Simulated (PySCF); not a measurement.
SCF from a fresh guess for singlet SeF₂, at the PBE0 minimum. PySCF input:

```python
from pyscf import gto, scf, dft
mol = gto.M(atom='''
Se    -0.000000    -0.000000    -0.370014
F      1.290696    -0.000000     0.782043
F     -1.290696     0.000000     0.782043''',
    basis={'Se': 'def2-TZVP', 'F': 'def2-TZVP'},
    charge=0, spin=0)
mf = dft.RKS(mol, xc='PBE0')
mf.grids.atom_grid = (50, 194)
aux = {'Se': 'def2-universal-JKFIT', 'F': 'def2-universal-JKFIT'}
mf = mf.density_fit(auxbasis=aux)
mf.conv_tol = 1e-08
mf.diis_space = 10
mf.max_cycle = 60
mf.init_guess = 'minao'
mf.verbose = 4
mf.kernel()
```

Excerpt of the output (cycles and frontier levels):

```
init E= -2600.15618187261
  HOMO = -0.229855040254691  LUMO = -0.111256755420799  gap/eV = 3.22722
cycle= 1 E= -2600.72672134957  delta_E= -0.571  |g|= 0.779  |ddm|= 1.81
  HOMO = -0.26529508310832  LUMO = -0.103770150029367  gap/eV = 4.39532
cycle= 2 E= -2600.49868283859  delta_E= 0.228  |g|= 1.44  |ddm|= 1.09
  HOMO = -0.2663339429281  LUMO = -0.0915053777082464  gap/eV = 4.75733
cycle= 3 E= -2600.81655443467  delta_E= -0.318  |g|= 0.0957  |ddm|= 0.698
  HOMO = -0.260650297031539  LUMO = -0.0845433805200634  gap/eV = 4.79211
cycle= 4 E= -2600.81769686856  delta_E= -0.00114  |g|= 0.028  |ddm|= 0.0634
  HOMO = -0.262632580949315  LUMO = -0.0852353899641827  gap/eV = 4.82722
cycle= 5 E= -2600.8177841978  delta_E= -8.73e-05  |g|= 0.00265  |ddm|= 0.0128
  HOMO = -0.262471619941664  LUMO = -0.0850800780150934  gap/eV = 4.82707
cycle= 6 E= -2600.81778543614  delta_E= -1.24e-06  |g|= 0.000421  |ddm|= 0.0018
  HOMO = -0.262424594911323  LUMO = -0.0850665698362897  gap/eV = 4.82616
cycle= 7 E= -2600.81778547603  delta_E= -3.99e-08  |g|= 0.000122  |ddm|= 0.000496
  HOMO = -0.26244235550849  LUMO = -0.0850774308099004  gap/eV = 4.82635
cycle= 8 E= -2600.81778547955  delta_E= -3.51e-09  |g|= 1.71e-05  |ddm|= 0.000114
  HOMO = -0.262440451023394  LUMO = -0.0850763633801281  gap/eV = 4.82632
Extra cycle  E= -2600.81778547951  delta_E= 3.87e-11  |g|= 2.51e-05  |ddm|= 2.7e-05
converged SCF energy = -2600.81778547951
```

No lower solution of this spin was found by a stability analysis within the restricted form, which does not test spin polarisation.

The search for the lowest solution, with the stability check, took 2.6 s on 2 threads of a shared AMD EPYC 9R45 96-Core (Zen 5) host, with 110 basis functions; the process peaked at 0.35 GiB.
